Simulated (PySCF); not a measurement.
B²⁺: ionisation energy

B²⁺ [He] 2s1 (2S) → B³⁺ 1s2 (1S), as a difference of total energies. Calculation: PySCF 2.14, in def2-TZVPPD (6s3p3d1f, 37 functions); the non-relativistic Hamiltonian (point nucleus). Correlated levels: valence and next inner shell: nothing frozen. The calculations carry no spin-orbit coupling.

```
                                method  ionisation energy (eV)  error (eV)
                                   UHF                  37.810      -0.121
    MP2 (valence and next inner shell)                  37.827      -0.104
SCS-MP2 (valence and next inner shell)                  37.827      -0.104
   CCSD (valence and next inner shell)                  37.830      -0.101
CCSD(T) (valence and next inner shell)                  37.830      -0.101
  CCSDT (valence and next inner shell)                  37.830      -0.101
```

Reference: 37.931 eV (measured; NIST Atomic Spectra Database, ionization energies).

Errors of the correlated levels include the incompleteness of this basis.
